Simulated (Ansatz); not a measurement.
`COC[SiH2]F` and `[CH3][AlH][CH2][SiH2]F` differ in one atom or group.

Ansatz, PBE0-D4/def2-TZVP geometries, multiplicity 1. Each molecule was computed in one conformer, which needn't be the lowest.

```tsv
property	`COC[SiH2]F`
HOMO energy (PBE0/def2-TZVPP) / eV	-7.25
HOMO energy (ωB97M-V/def2-TZVPP) / eV	-9.58
HOMO–LUMO gap (PBE0/def2-TZVPP) / eV	7.54
HOMO–LUMO gap (ωB97M-V/def2-TZVPP) / eV	11.54
LUMO energy (PBE0/def2-TZVPP) / eV	0.29
HOMO–LUMO gap (B3LYP/def2-TZVPP) / eV	7.07
```

Q: Give the same properties after the change, and the shifts. (Best estimate.)

A: The calculation gave: 
```json
{"property": "HOMO energy (PBE0/def2-TZVPP) / eV", "`[CH3][AlH][CH2][SiH2]F`": "-8.15", "shift": "-0.90"}
{"property": "HOMO energy (ωB97M-V/def2-TZVPP) / eV", "`[CH3][AlH][CH2][SiH2]F`": "-10.37", "shift": "-0.79"}
{"property": "HOMO–LUMO gap (PBE0/def2-TZVPP) / eV", "`[CH3][AlH][CH2][SiH2]F`": "6.85", "shift": "-0.69"}
{"property": "HOMO–LUMO gap (ωB97M-V/def2-TZVPP) / eV", "`[CH3][AlH][CH2][SiH2]F`": "10.66", "shift": "-0.88"}
{"property": "LUMO energy (PBE0/def2-TZVPP) / eV", "`[CH3][AlH][CH2][SiH2]F`": "-1.30", "shift": "-1.59"}
{"property": "HOMO–LUMO gap (B3LYP/def2-TZVPP) / eV", "`[CH3][AlH][CH2][SiH2]F`": "6.40", "shift": "-0.67"}
```

With PBE0 the HOMO falls by 0.90 eV and the LUMO falls by 1.59 eV, so the gap narrows by about 0.69 eV. PBE moves the HOMO by -1.12 eV and ωB97M-V by -0.79 eV.

B3LYP here is the variant with VWN-RPA as its local correlation; programs differ in this.
